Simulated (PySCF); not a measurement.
Parent: `[CH3:1][B:2]([OH:3])[OH:4]` with C1–B2–O3–H -2°, C1–B2–O4–H 2°, CH5BO2.

Theory: PySCF 2.14.0, PBE0-D3(BJ)/def2-SVP geometry optimisation, gas phase. One conformer each, not checked by frequencies here.

```tsv
coordinate of the parent	value
C1–B2	1.587 Å
B2–O3	1.362 Å
B2–O4	1.362 Å
C1–B2–O3	122.6°
C1–B2–O4	122.5°
O3–B2–O4	114.8°
```

Question: How does the shared frame change in `[OH:1][CH2:2][B:3]([OH:4])[OH:5]` with H–O1–C2–B3 81°, O1–C2–B3–O4 -171°, C2–B3–O4–H 2°, C2–B3–O5–H 2°, CH5BO3? Atoms pair as C1 = C2, B2 = B3, O3 = O4, O4 = O5 (parent first).

Answer: 
```csv
parent,relative,value in the relative,change
C1–B2,C2–B3,1.597 Å,+0.010
B2–O3,B3–O4,1.359 Å,-0.003
B2–O4,B3–O5,1.353 Å,-0.009
C1–B2–O3,C2–B3–O4,124.5°,+1.9
C1–B2–O4,C2–B3–O5,117.1°,-5.4
O3–B2–O4,O4–B3–O5,118.5°,+3.7
```

Of the parent's bonds, C1–B2 and B2–O4 change most and about equally (-0.009 to +0.010 Å). Bonds of the relative outside the shared frame: O1–C2 1.424 Å.
